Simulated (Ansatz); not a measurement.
Ansatz (a program for electronic structure) input (RPA@PBE/def2-QZVPP):
A basis named .json is the Basis Set Exchange file of that set.

Ansatz 0.2 input:
```yaml
crystal:
  periodic: [false, false, false]
  atoms:
    - {symbol: Nb, position_ang: [-0.00000000, 0.00000000, 0.00000000]}
    - {symbol: C, position_ang: [-1.32609136, 1.54639937, 0.70899708]}
    - {symbol: C, position_ang: [1.55762766, 1.02262991, -1.08654052]}
    - {symbol: C, position_ang: [0.80687708, -1.15543593, 1.63293090]}
    - {symbol: C, position_ang: [-1.03841338, -1.41359334, -1.25538746]}
    - {symbol: H, position_ang: [-0.85484132, 2.25053614, 1.40322652]}
    - {symbol: H, position_ang: [-2.11240279, 1.00935044, 1.25935751]}
    - {symbol: H, position_ang: [-1.80966108, 2.11695619, -0.09129346]}
    - {symbol: H, position_ang: [1.19921192, 1.57045503, -1.96475775]}
    - {symbol: H, position_ang: [2.15403169, 1.70403497, -0.47023777]}
    - {symbol: H, position_ang: [2.22336554, 0.22184547, -1.44029354]}
    - {symbol: H, position_ang: [0.04443286, -1.64030624, 2.25213952]}
    - {symbol: H, position_ang: [1.53657297, -1.91132343, 1.32306367]}
    - {symbol: H, position_ang: [1.33174670, -0.42152380, 2.26180982]}
    - {symbol: H, position_ang: [-1.44270945, -0.80967212, -2.08087379]}
    - {symbol: H, position_ang: [-0.38880346, -2.18068492, -1.69060829]}
    - {symbol: H, position_ang: [-1.88094358, -1.90966773, -0.76153244]}
basis:
  gaussian:
    orbitals: def2-QZVPP.json
hamiltonian:
  xc: pbe
magnetization: {spin_polarized: true, initial_magnetization: 1}
correlation: {method: rpa, electrons: outside_noble_gas}
```

End of the output:

```
integrals: 7.99 GiB planned
3979 factors; integrals over basis functions are off by at most 7.9e-4 eV
0.73 GiB of the device are held for the grids
10.25 GiB of device memory are held for the factors and their scratch space
mean field: 10.74 GiB planned
mean field evaluation 1: about -5852.0628 eV, gradient 9.2e1 eV
mean field evaluation 2: about -5852.0543 eV, gradient 9.2e1 eV
mean field evaluation 4: about -5856.5585 eV, gradient 6.9e1 eV
mean field evaluation 8: about -5889.7520 eV, gradient 7.0e-1 eV
mean field evaluation 16: about -5889.7549 eV, gradient 1.3e-3 eV
mean field evaluation 32: about -5889.5026 eV, gradient 7.9e-1 eV
mean field evaluation 64: about -5889.7548 eV, gradient 8.5e-2 eV
mean field -5889.75486434 eV, -216.4444990454 hartree, gradient 5.2e-6 eV, S^2 0.754524; 5 other end points of the search recorded, 0 dependent functions left out
8 core orbitals not correlated
reference -5844.50936633 eV, -214.7817576620 hartree; 17, 16 occupied and 644, 645 virtual orbitals, 3979 factors
Total energy: -5889.66156482 eV, -216.4410703511 hartree
```

The spin state was set by rule; other spins were not relaxed.
